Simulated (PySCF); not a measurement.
C2H7F2NSi, SMILES N[SiH2]CC(F)F.

Geometry: PBE0-D3(BJ)/def2-SVP. This is a generated structure with no PubChem entry under its InChIKey; it may be hypothetical. The values are those of a single conformer.

All values below come from PBE/def2-TZVP in PySCF.

The total energy comes out as -624.02433 hartree and the point group comes out as Cs. The highest occupied level comes out as -5.97 eV. The lowest empty level comes out as -0.37 eV. The orbital gap is 5.60 eV. The dipole moment is 3.28 D and the quadrupole, principal values (traceless, Buckingham form, about the centre of nuclear charge) comes out as -1.57, -1.32, 2.89 D·Å. The mean static polarisability is 61.2 bohr³ (9.06 Å³) and the polarisability, principal values is 55.7, 57.7, 70.0 bohr³.
